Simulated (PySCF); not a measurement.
Isomers of C4H9NO3Si, mass 147.035 u with the commonest isotopes. Theory: PBE0/pcSseg-1 in PySCF (dipole) on a GFN2-xTB geometry, gas phase. One conformer each, none proved a minimum here; rigid rotors.

Problem. Order these by dipole moment, smallest first.
A. `[CH3:1][O:2][C@@H:3]1[CH2:4][Si@@H:5]([C:6]([NH2:7])=[O:8])[O:9]1` with C1–O2–C3–C4 175°, C4–Si5–C6–N7 74°, Si5–C6–N7–H 7° and 176°, O2–C3–C4–Si5 -106°, C3–C4–Si5–C6 -117°, C4–Si5–O9–C3 11°, O2–C3–O9–Si5 103°
B. `[CH3:1][O:2][Si:3]([C:4]#[N:5])([O:6][CH3:7])[O:8][CH3:9]` with C1–O2–Si3–C4 68°, O2–Si3–O6–C7 -172°, O2–Si3–O8–C9 -52°
C. `[CH3:1][NH:2][C:3](=[O:4])[C@@H:5]([CH:6]=[O:7])[O:8][SiH3:9]` with C1–N2–C3–O4 1°, N2–C3–C5–C6 -119°, C3–C5–C6–O7 119°, C3–C5–O8–Si9 -114°

Solution. C (1.78 D), B (2.71 D), A (3.71 D).

Problem. Order these by rotational constant B, largest first.
A. `[CH3:1][O:2][Si:3]([C:4]#[N:5])([O:6][CH3:7])[O:8][CH3:9]` with C1–O2–Si3–C4 68°, O2–Si3–O6–C7 -172°, O2–Si3–O8–C9 -52°
B. `[CH3:1][O:2][C@@H:3]1[CH2:4][Si@@H:5]([C:6]([NH2:7])=[O:8])[O:9]1` with C1–O2–C3–C4 175°, C4–Si5–C6–N7 74°, Si5–C6–N7–H 7° and 176°, O2–C3–C4–Si5 -106°, C3–C4–Si5–C6 -117°, C4–Si5–O9–C3 11°, O2–C3–O9–Si5 103°
C. `[CH3:1][NH:2][C:3](=[O:4])[C@@H:5]([CH:6]=[O:7])[O:8][SiH3:9]` with C1–N2–C3–O4 1°, N2–C3–C5–C6 -119°, C3–C5–C6–O7 119°, C3–C5–O8–Si9 -114°

Solution. A (1183 MHz), C (984.1 MHz), B (711.3 MHz).

Problem. Order these by out-of-plane moment Σ m c² = (Ia + Ib − Ic)/2, smallest first.
A. `[CH3:1][NH:2][C:3](=[O:4])[C@@H:5]([CH:6]=[O:7])[O:8][SiH3:9]` with C1–N2–C3–O4 1°, N2–C3–C5–C6 -119°, C3–C5–C6–O7 119°, C3–C5–O8–Si9 -114°
B. `[CH3:1][O:2][Si:3]([C:4]#[N:5])([O:6][CH3:7])[O:8][CH3:9]` with C1–O2–Si3–C4 68°, O2–Si3–O6–C7 -172°, O2–Si3–O8–C9 -52°
C. `[CH3:1][O:2][C@@H:3]1[CH2:4][Si@@H:5]([C:6]([NH2:7])=[O:8])[O:9]1` with C1–O2–C3–C4 175°, C4–Si5–C6–N7 74°, Si5–C6–N7–H 7° and 176°, O2–C3–C4–Si5 -106°, C3–C4–Si5–C6 -117°, C4–Si5–O9–C3 11°, O2–C3–O9–Si5 103°

Solution. A (44.66 u·Å²), C (45.75 u·Å²), B (197.19 u·Å²).

```tsv
SMILES	point group	Ia (u·Å²)	Ib (u·Å²)	Ic (u·Å²)	κ	μa (D)	μb (D)	μc (D)
CO[C@@H]1C[Si@@H](C(N)=O)O1	C1	132.21	710.49	751.19	-0.98	2.03	2.49	1.86
CO[Si](C#N)(OC)OC	near C3	426.74	427.38	459.73	0.96	0.01	0.06	2.71
CNC(=O)[C@@H](C=O)O[SiH3]	C1	231.65	513.55	655.88	-0.70	0.64	1.64	0.24
```
